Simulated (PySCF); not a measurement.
A structure optimised at PBE-D3(BJ)/def2-SVP, used in a PySCF frequency run:

```xyz
7

Mo     0.0000     0.0000    -0.2492
N      0.0000     1.4094    -1.2565
H      0.0000     1.8933    -2.1637
N      0.0000    -1.4094    -1.2565
H      0.0000    -1.8933    -2.1637
Cl     1.9546     0.0000     0.9525
Cl    -1.9546     0.0000     0.9525
```

Task: Write its SMILES, formula and point group.

Result: [NH]=[Mo](=[NH])([Cl])[Cl], Cl2H2MoN2, C2v

Task: What are its rotational constants (standard atomic weights)?

Result: 2.7064, 1.5143, 1.2803 GHz
